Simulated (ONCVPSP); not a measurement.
What the settings do to the ONCV potential of Fe (Z = 26)

Base potential:

```
Element                 : iron (Fe)
Generator               : ONCVPSP 4.0.1
Type                    : optimised norm-conserving Vanderbilt (ONCV)
Functional              : PBEsol
Relativity              : scalar-relativistic
Frozen core             : [Ne]
Valence charge          : 16
Reference configuration : 3s2 3p6 3d6 4s0.5 (charge +1.5)
Partial waves           : 3s+4s: rc 1.35 bohr, ncon 4, nbas 8, qcut 7.5 1/bohr, 2 projectors; 3p: rc 0.90 bohr, ncon 4, nbas 8, qcut 8.8 1/bohr, 2 projectors, debl 3 Ha; 3d: rc 1.50 bohr, ncon 4, nbas 9, qcut 9.4 1/bohr, 3 projectors, debl 0.8 Ha
Local potential         : polynomial inside 0.80 bohr (lpopt 5, dvloc0 0 Ha)
Core correction         : Teter function, fcfact 4, rcfact 1.3
```

All-electron outer shells of the reference configuration (PBEsol, scalar-relativistic, ld1.x):

| shell | level (eV) | outermost node (bohr) | outermost maximum (bohr) |
| --- | --- | --- | --- |
| 2p | -711.13 | – | 0.18 |
| 3s | -107.08 | 0.33 | 0.70 |
| 3p | -73.26 | 0.30 | 0.72 |
| 3d | -20.70 | – | 0.71 |
| 4s | -16.10 | 1.00 | 2.21 |

Cutoffs, loose and tight: the cutoffs (Ha) at which the residual kinetic energy of the hardest occupied pseudo-wave falls to 1 and 0.1 mHa per electron. They do not see the model core or the augmentation charge, which bear on the density cutoff. Test errors are all-electron minus pseudo excitation energies from the reference, over the configurations 3s2 3p6 3d6 4s2; 3s2 3p6 3d6 4s1; 3s2 3p6 3d6 4s0; 3s2 3p6 3d5 4s0. A dash means not determined; rows that change the core or the reference have their own tests.

| change | outcome | cutoff, loose | cutoff, tight | bound ghosts | GHOST(+) flags above zero | largest test error (meV) |
| --- | --- | --- | --- | --- | --- | --- |
| base | generated | 38 Ha | 203 Ha | none | none | +53 |
| core correction Teter function, fcfact 4, rcfact 1.02 | generated | 38 Ha | 203 Ha | none | none | +53 |
| p: rc 1.18 | generated | 38 Ha | 43 Ha | none | none | +53 |
| s: rc 2.02 | generated | 38 Ha | 203 Ha | none | none | +53 |
| core correction Teter function, fcfact 1.5, rcfact 1.3 | generated | 38 Ha | 203 Ha | none | none | +53 |

Q: What comes out with this change to the base: fully relativistic?

A: outcome: generated; cutoff, loose: 38 Ha; cutoff, tight: 206 Ha; bound ghosts: none; GHOST(+) flags above zero: none; largest test error (meV): +55.

Q: What comes out with this change to the base: reference 3s2 3p6 3d6 4s1.5 4p0.5; wave 3p: rc 0.90 bohr, ncon 4, nbas 8, qcut 8.8 1/bohr, 2 projectors, debl 3 Ha becomes 3p+4p: rc 0.90 bohr, ncon 4, nbas 8, qcut 8.8 1/bohr, 2 projectors?

A: outcome: generated; cutoff, loose: 38 Ha; cutoff, tight: 204 Ha; bound ghosts: none; GHOST(+) flags above zero: none; largest test error (meV): +2.9 over the solved tests; 1 of 4 tests not solved or not reliable.
